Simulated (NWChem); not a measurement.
# Lowest excitation of H$_{2}$S$_{2}$Si

```xyz
5

Si     0.4343     0.9224     0.0000
S      1.3779    -1.0413     0.0000
H      0.2833    -1.8621     0.0000
S     -1.6401     0.2559     0.0000
H     -2.1686     1.5147     0.0000
```
Charge 0, spin multiplicity 1.

Program: NWChem. All single points use one geometry, from PBE/def2-SVP, a minimum by its harmonic frequencies. It is one conformer; others weren't searched.

Basis set: def2-SVPD.

```tsv
method	lowest vertical singlet excitation energy (eV)	relative cost	difference from EOM-CCSD
EOM-CCSD	3.95	under 3	0.00
TD-PBE	3.74	1	-0.21
TD-B3LYP	3.80	under 3	-0.16
TDA-BHandHLYP	4.01	under 3	+0.06
CIS	4.11	under 3	+0.16
```

The values span 0.37 eV, from TD-PBE (lowest) to CIS (highest). Costs are rough ratios of processor time within this set of runs, SCF included, with TD-PBE as 1.

The correlated methods keep 15 core orbitals frozen. B3LYP has NWChem's definition, with VWN1-RPA local correlation. The structure started from a generated list of species. Coupled-cluster values serve here as a point of comparison, not as the truth.
